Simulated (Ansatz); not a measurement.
```json
{"atom": "C", "x (Å)": "0.0000", "y (Å)": "-0.4063", "z (Å)": "-0.0945"}
{"atom": "O", "x (Å)": "0.0000", "y (Å)": "-0.3624", "z (Å)": "1.1006"}
{"atom": "O", "x (Å)": "0.0000", "y (Å)": "0.6540", "z (Å)": "-0.9005"}
{"atom": "H", "x (Å)": "0.0000", "y (Å)": "-1.3371", "z (Å)": "-0.7000"}
{"atom": "H", "x (Å)": "0.0000", "y (Å)": "1.4426", "z (Å)": "-0.3332"}
```

Basis set: cc-pVDZ (spherical functions). Left uncorrelated: 3 orbitals. Charge 0, multiplicity 1.

Computed with Ansatz (development build ahead of 0.2.0); each method stands on the lowest determinant of its kind that the runs found. Restricted open shells among the atoms or ions are ROHF, correlated in semicanonical orbitals with singles.

The atomization energy at this shape (free ground-state atoms in the same class of orbitals less the molecule, no zero-point energy) of singlet CH₂O₂:

| method | atomization energy |
| --- | --- |
| RHF | 330.14 kcal/mol |

Problem. What does RHF-MP2 give?

Solution. 474.32 kcal/mol.
